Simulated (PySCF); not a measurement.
PBE on Be (beryllium, neutral), [He] 2s1 3d1, high-spin 3D determinant (an excited configuration). All numbers are calculated (PySCF 2.14, scalar relativity by spin-free X2C-1e, in aug-cc-pVTZ-DK).

```
cycle= 1 E= -14.3377295843682  delta_E= -0.00109  |g|= 0.00551  |ddm|= 0.231
cycle= 2 E= -14.3377355957851  delta_E= -6.01e-06  |g|= 0.000676  |ddm|= 0.0204
cycle= 3 E= -14.3377356918252  delta_E= -9.6e-08  |g|= 1.9e-05  |ddm|= 0.00142
cycle= 4 E= -14.337735692363  delta_E= -5.38e-10  |g|= 2.14e-06  |ddm|= 0.000142
converged SCF energy = -14.337735692363  <S^2> = 2.0000003  2S+1 = 3.0000002
```

Highest occupied orbital energy: 0.747 eV; ⟨L²⟩ = 6.00; populations by l: s 3.00, p 0.00, d 1.00, f 0.00.

Can this result be used?

Not for this state. The calculation finished and met its thresholds. The outer electron is Rydberg-like, and this basis confines it to a smaller radius and binds it less than a complete one would. At PBE the highest occupied level has a positive energy, so only the finite basis holds that electron; for this excited configuration the basis is too tight for the outer shell.
